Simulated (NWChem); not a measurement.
Species: GeH₃O₃F; SMILES [Ge]([OH])([F])([OH])[OH]

```xyz
8

O     -0.9111     1.1211    -1.0167
Ge     0.0076    -0.0112    -0.0065
O     -1.1514    -0.9455     0.9486
O      1.0519    -1.1442    -0.8693
F      1.0603     0.9615     0.9698
H     -0.3701     1.9008    -1.2238
H     -1.9626    -0.4246     1.0704
H      0.6321    -2.0205    -0.8681
```
Atoms are numbered in this order, from 1.

Computed with NWChem. Coordinates come from a B3LYP/6-31G* (spherical d) optimisation. Total energies compare along this basis series because the functional is fixed.

```csv
level,basis functions,energy (Ha),highest occupied level (eV),orbital gap (eV),dipole (D)
TPSS/cc-pVDZ,98,-2404.4134,___,___,___
TPSS/aug-cc-pVDZ,155,-2404.4658,-7.91,5.91,1.63
TPSS/cc-pVTZ,205,-2404.6187,-7.76,6.22,1.65
```

**Question.** Fill in the missing entries.

**Answer.** 
- TPSS/cc-pVDZ, highest occupied level (eV): -7.39
- TPSS/cc-pVDZ, orbital gap (eV): 6.11
- TPSS/cc-pVDZ, dipole (D): 1.71
